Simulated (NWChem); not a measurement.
Program: NWChem. System: iodine (I₂), charge 0, spin multiplicity 1, at a geometry optimised with PBE0/def2-SVP with def2 effective core potentials on I. Level: RHF/def2-TZVP with def2 effective core potentials on I.

Output (cleaned and shortened):

```
             Northwest Computational Chemistry Package (NWChem) 7.3.0
             --------------------------------------------------------

                                NWChem Input Module
                                -------------------

 Scaling coordinates for geometry "geometry" by  1.889725989
 (inverse scale =  0.529177249)

 Turning off AUTOSYM since
 SYMMETRY directive was detected!

                             Geometry "geometry" -> ""
                             -------------------------

 Output coordinates in angstroms (scale by  1.889725989 to convert to a.u.)

  No.       Tag          Charge          X              Y              Z
 ---- ---------------- ---------- -------------- -------------- --------------
    1 I                   53.0000     0.00000000     0.00000000     1.34122000
    2 I                   53.0000     0.00000000     0.00000000    -1.34122000

 Effective nuclear repulsion energy (a.u.)     554.1443210063

            Nuclear Dipole moment (a.u.)
            ----------------------------
        X                 Y               Z
 ---------------- ---------------- ----------------
     0.0000000000     0.0000000000     0.0000000000

      Symmetry information
      --------------------

 Group name             D2h
 Group number             26
 Group order               8
 No. of unique centers     1

      Symmetry unique atoms

     1


 Summary of "ao basis" -> "" (spherical)
 ------------------------------------------------------------------------------
       Tag                 Description            Shells   Functions and Types
 ---------------- ------------------------------  ------  ---------------------
 *                         def2-tzvp                  on all atoms

 Summary of "ao basis" -> "ao basis" (spherical)
 ------------------------------------------------------------------------------
       Tag                 Description            Shells   Functions and Types
 ---------------- ------------------------------  ------  ---------------------
 I                         def2-tzvp                16       50   6s5p3d2f

                                 NWChem SCF Module
                                 -----------------

  ao basis        = "ao basis"
  functions       =   100
  atoms           =     2
  closed shells   =    25
  open shells     =     0
  charge          =   0.00
  wavefunction    = RHF
  use symmetry    = T
  symmetry adapt  = T

 Summary of "ao basis" -> "ao basis" (spherical)
 ------------------------------------------------------------------------------
       Tag                 Description            Shells   Functions and Types
 ---------------- ------------------------------  ------  ---------------------
 I                         def2-tzvp                16       50   6s5p3d2f

      Symmetry analysis of basis
      --------------------------

        ag         21
        au          5
        b1g         5
        b1u        21
        b2g        12
        b2u        12
        b3g        12
        b3u        12

 Forming initial guess at       0.1s

      Superposition of Atomic Density Guess
      -------------------------------------

 Sum of atomic energies:        -694.32366316

      Non-variational initial energy
      ------------------------------

 Total energy =    -593.371944
 1-e energy   =   -1281.247503
 2-e energy   =     564.578941
 HOMO         =      -0.294507
 LUMO         =      -0.134939

      Symmetry analysis of molecular orbitals - initial
      -------------------------------------------------

 !! scf_movecs_sym_adapt:   68 vectors were symmetry contaminated

  Symmetry fudging

 !! scf_movecs_sym_adapt:   60 vectors were symmetry contaminated

  Numbering of irreducible representations:

     1 ag          2 au          3 b1g         4 b1u         5 b2g
     6 b2u         7 b3g         8 b3u

  Orbital symmetries:

     1 ag          2 b1u         3 ag          4 b1u         5 b2u
     6 b3u         7 b3g         8 b2g         9 ag         10 b3u
    11 b2u        12 b2g        13 b3g        14 ag         15 b1g
    16 b1u        17 au         18 b1u        19 ag         20 b1u
    21 ag         22 b3u        23 b2u        24 b3g        25 b2g
[...]
    31 b2u        32 b3u        33 b3g        34 b2g        35 ag

 Starting SCF solution at       1.1s

 ----------------------------------------------
         Quadratically convergent ROHF

 Convergence threshold     :          1.000E-07
 Maximum no. of iterations :          100
 Final Fock-matrix accuracy:          1.000E-09
 ----------------------------------------------

              iter       energy          gnorm     gmax       time
             ----- ------------------- --------- --------- --------
                 1     -593.3277269440  4.14D-01  1.24D-01      1.2
                 2     -593.3376371714  1.61D-01  3.38D-02      1.2
                 3     -593.3392001686  1.11D-02  2.72D-03      1.3
                 4     -593.3392157490  1.94D-05  8.29D-06      1.3
                 5     -593.3392157491  2.43D-09  9.48D-10      1.4

       Final RHF  results
       ------------------

         Total SCF energy =   -593.339215749081
      One-electron energy =  -1280.896195926431
      Two-electron energy =    564.260361939920
 Nuclear repulsion energy =    123.296618237430

        Time for solution =      0.3s

       Symmetry analysis of molecular orbitals - final
       -----------------------------------------------

  Numbering of irreducible representations:

     1 ag          2 au          3 b1g         4 b1u         5 b2g
     6 b2u         7 b3g         8 b3u

  Orbital symmetries:

     1 ag          2 b1u         3 ag          4 b1u         5 b2u
     6 b3u         7 b3g         8 b2g         9 ag         10 b1u
    11 b2u        12 b3u        13 b3g        14 b2g        15 ag
    16 b1g        17 b1u        18 au         19 ag         20 b1u
    21 ag         22 b2u        23 b3u        24 b3g        25 b2g
    26 b1u        27 ag         28 b1u        29 b2u        30 b3u
    31 b2u        32 b3u        33 b3g        34 b2g        35 b1g

             Final eigenvalues
             -----------------

              1
    1   -7.7673
    2   -7.7673
    3   -5.6238
    4   -5.6235
    5   -5.6109
    6   -5.6109
    7   -5.6109
    8   -5.6109
    9   -2.3220
   10   -2.3166
   11   -2.3147
   12   -2.3147
   13   -2.3130
   14   -2.3130
   15   -2.2999
   16   -2.2999
   17   -2.2998
   18   -2.2998
   19   -0.9588
   20   -0.8433
   21   -0.4673
   22   -0.4386
   23   -0.4386
   24   -0.3611
   25   -0.3611
   26   -0.0194
   27    0.2195
   28    0.2230
   29    0.2516
   30    0.2516
   31    0.2799
   32    0.2799
   33    0.2880
   34    0.2880
   35    0.3081

                       ROHF Final Molecular Orbital Analysis
                       -------------------------------------

 Vector   23  Occ=2.000000D+00  E=-4.385861D-01  Symmetry=b3u
              MO Center= -3.9D-15,  1.3D-29, -1.5D-16, r^2= 3.5D+00
   Bfn.  Coefficient  Atom+Function         Bfn.  Coefficient  Atom+Function
  ----- ------------  ---------------      ----- ------------  ---------------
    16      0.398338  1 I  px                66      0.398338  2 I  px
    10     -0.313916  1 I  px                60     -0.313916  2 I  px
    13      0.242507  1 I  px                63      0.242507  2 I  px

 Vector   24  Occ=2.000000D+00  E=-3.611356D-01  Symmetry=b3g
              MO Center=  6.2D-31,  2.2D-16,  1.3D-16, r^2= 4.1D+00
   Bfn.  Coefficient  Atom+Function         Bfn.  Coefficient  Atom+Function
  ----- ------------  ---------------      ----- ------------  ---------------
    17      0.425324  1 I  py                67     -0.425324  2 I  py
    11     -0.335741  1 I  py                61      0.335741  2 I  py
    14      0.266988  1 I  py                64     -0.266988  2 I  py
    20      0.215995  1 I  py                70     -0.215995  2 I  py

 Vector   25  Occ=2.000000D+00  E=-3.611356D-01  Symmetry=b2g
              MO Center=  8.2D-19,  7.6D-30,  4.6D-17, r^2= 4.1D+00
   Bfn.  Coefficient  Atom+Function         Bfn.  Coefficient  Atom+Function
  ----- ------------  ---------------      ----- ------------  ---------------
    16      0.425324  1 I  px                66     -0.425324  2 I  px
    10     -0.335741  1 I  px                60      0.335741  2 I  px
    13      0.266988  1 I  px                63     -0.266988  2 I  px
    19      0.215995  1 I  px                69     -0.215995  2 I  px

 Vector   26  Occ=0.000000D+00  E=-1.937764D-02  Symmetry=b1u
              MO Center=  2.3D-19, -2.1D-19,  1.7D-14, r^2= 5.7D+00
   Bfn.  Coefficient  Atom+Function         Bfn.  Coefficient  Atom+Function
  ----- ------------  ---------------      ----- ------------  ---------------
    21      0.540590  1 I  pz                71      0.540590  2 I  pz
    18      0.369808  1 I  pz                68      0.369808  2 I  pz
     6     -0.348709  1 I  s                 56      0.348709  2 I  s
    12     -0.304014  1 I  pz                62     -0.304014  2 I  pz
    15      0.242668  1 I  pz                65      0.242668  2 I  pz

 Vector   27  Occ=0.000000D+00  E= 2.195405D-01  Symmetry=ag
              MO Center= -1.1D-14, -1.3D-14, -2.8D-14, r^2= 8.3D+00
   Bfn.  Coefficient  Atom+Function         Bfn.  Coefficient  Atom+Function
  ----- ------------  ---------------      ----- ------------  ---------------
    21      0.948163  1 I  pz                71     -0.948163  2 I  pz
    18     -0.711850  1 I  pz                68      0.711850  2 I  pz
    34      0.253144  1 I  d  0              84      0.253144  2 I  d  0
     6      0.155547  1 I  s                 56      0.155547  2 I  s

 Vector   28  Occ=0.000000D+00  E= 2.229631D-01  Symmetry=b1u
              MO Center=  4.8D-20,  1.2D-18, -9.1D-16, r^2= 1.2D+01
   Bfn.  Coefficient  Atom+Function         Bfn.  Coefficient  Atom+Function
  ----- ------------  ---------------      ----- ------------  ---------------
    21      1.615746  1 I  pz                71      1.615746  2 I  pz
     6     -0.983565  1 I  s                 56      0.983565  2 I  s
    18     -0.703323  1 I  pz                68     -0.703323  2 I  pz
    34     -0.388818  1 I  d  0              84      0.388818  2 I  d  0
    12      0.192939  1 I  pz                62      0.192939  2 I  pz

 center of mass
 --------------
 x =   0.00000000 y =   0.00000000 z =   0.00000000

 moments of inertia (a.u.)
 ------------------
        1630.386986000535           0.000000000000           0.000000000000
           0.000000000000        1630.386986000535           0.000000000000
           0.000000000000           0.000000000000           0.000000000000

  Mulliken analysis of the total density
  --------------------------------------

    Atom       Charge   Shell Charges
 -----------   ------   -------------------------------------------------------
    1 I   25    25.00   0.19 -0.77  1.58  1.01  1.11  0.84 -0.49  6.44  1.29  2.81  0.91  9.23  0.76  0.08  0.01  0.00
    2 I   25    25.00   0.19 -0.77  1.58  1.01  1.11  0.84 -0.49  6.44  1.29  2.81  0.91  9.23  0.76  0.08  0.01  0.00

       Multipole analysis of the density wrt the origin
       ------------------------------------------------

     L   x y z        total         open         nuclear
     -   - - -        -----         ----         -------
     0   0 0 0     -0.000000      0.000000     50.000000

     1   1 0 0      0.000000      0.000000      0.000000
     1   0 1 0      0.000000      0.000000      0.000000
     1   0 0 1      0.000000      0.000000      0.000000

     2   2 0 0    -41.052466      0.000000      0.000000
     2   1 1 0      0.000000      0.000000      0.000000
     2   1 0 1     -0.000000      0.000000      0.000000
     2   0 2 0    -41.052466      0.000000      0.000000
     2   0 1 1     -0.000000      0.000000      0.000000
     2   0 0 2    -35.403345      0.000000    321.194217

 Task  times  cpu:        1.5s     wall:        1.5s

 Total times  cpu:        1.5s     wall:        1.5s
```

### Question
Write an NWChem input that would produce this output.

### Answer
One answer among several that fit: 
```
start mol
memory heap 200 mb stack 900 mb global 1100 mb
geometry units angstroms nocenter noautoz
  I      0.000000     0.000000     1.341220
  I      0.000000     0.000000    -1.341220
  symmetry group D2h
end
basis spherical
  * library def2-tzvp
end
ecp
  I library def2-ecp
end
scf
  rhf
  nopen 0
  maxiter 100
  thresh 1e-7
  semidirect memsize 60000000 filesize 0
end
task scf energy
```
